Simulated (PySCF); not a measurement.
A structure optimised at r2SCAN-D4/def2-SVP, used in a PySCF frequency run:

```xyz
8

Ge    -0.3504     0.0966     0.0000
C      0.5421    -1.6223     0.0000
F      0.9066     1.3150     0.0000
H     -1.1761     0.3435    -1.2725
H     -1.1761     0.3435     1.2725
H      1.1748    -1.7205     0.8943
H     -0.1972    -2.4381     0.0000
H      1.1748    -1.7205    -0.8943
```
Charge 0, spin multiplicity 1.

Q: Write its SMILES, formula and point group.

A: [CH3][GeH2][F], CH₅FGe, Cs

Q: What are its rotational constants (standard atomic weights)?

A: 13.348, 6.1346, 4.5740 GHz
